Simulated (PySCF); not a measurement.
## Electronic structure of Cu+ (copper, charge +1) at the wB97X level

Configuration: [Ar] 3d9 4s1, high-spin 3D determinant (an excited configuration). Calculation: PySCF 2.14, in x2c-TZVPPall (6s5p4d2f1g, 64 functions); scalar relativity by spin-free X2C-1e.

* Total energy: -1654.404 hartree
* One-electron energy: -2290.056 hartree
* Hartree (Coulomb) energy: 703.332 hartree
* Exchange-correlation energy: -67.680 hartree
* ⟨S²⟩: 2.0004
* ⟨L²⟩: 6.008
* Sum of ⟨r⟩: 18.67 bohr
* Sum of ⟨r²⟩: 23.33 bohr²
* Traceless quadrupole moment −½Σ⟨3z² − r²⟩ along its main axis: -0.276 e·bohr²
* Langevin diamagnetic susceptibility: -18.5 ×10⁻⁶ cm³/mol

```json
{"shell": "1s α", "electrons": "1", "mean orbital energy (eV)": "-8896.4", "spread (eV)": "0", "rms radius, mean of both spins (bohr)": "0.0601"}
{"shell": "1s β", "electrons": "1", "mean orbital energy (eV)": "-8896.3", "spread (eV)": "0", "rms radius, mean of both spins (bohr)": "0.0601"}
{"shell": "2s α", "electrons": "1", "mean orbital energy (eV)": "-1093.7", "spread (eV)": "0", "rms radius, mean of both spins (bohr)": "0.255"}
{"shell": "2s β", "electrons": "1", "mean orbital energy (eV)": "-1093.0", "spread (eV)": "0", "rms radius, mean of both spins (bohr)": "0.255"}
{"shell": "2p α", "electrons": "3", "mean orbital energy (eV)": "-945.90", "spread (eV)": "1.096", "rms radius, mean of both spins (bohr)": "0.228"}
{"shell": "2p β", "electrons": "3", "mean orbital energy (eV)": "-945.33", "spread (eV)": "0.552", "rms radius, mean of both spins (bohr)": "0.228"}
{"shell": "3s α", "electrons": "1", "mean orbital energy (eV)": "-138.58", "spread (eV)": "0", "rms radius, mean of both spins (bohr)": "0.762"}
{"shell": "3s β", "electrons": "1", "mean orbital energy (eV)": "-137.02", "spread (eV)": "0", "rms radius, mean of both spins (bohr)": "0.762"}
{"shell": "3p α", "electrons": "3", "mean orbital energy (eV)": "-94.829", "spread (eV)": "2.107", "rms radius, mean of both spins (bohr)": "0.811"}
{"shell": "3p β", "electrons": "3", "mean orbital energy (eV)": "-93.216", "spread (eV)": "0.503", "rms radius, mean of both spins (bohr)": "0.811"}
{"shell": "3d α", "electrons": "5", "mean orbital energy (eV)": "-24.870", "spread (eV)": "2.342", "rms radius, mean of both spins (bohr)": "1.08"}
{"shell": "3d β", "electrons": "4", "mean orbital energy (eV)": "-23.671", "spread (eV)": "1.454", "rms radius, mean of both spins (bohr)": "1.08"}
{"shell": "4s α", "electrons": "1", "mean orbital energy (eV)": "-16.908", "spread (eV)": "0", "rms radius, mean of both spins (bohr)": "2.70"}
```

Densities and radii are taken from the X2C orbitals without a picture-change correction, which distorts them close to the nucleus.
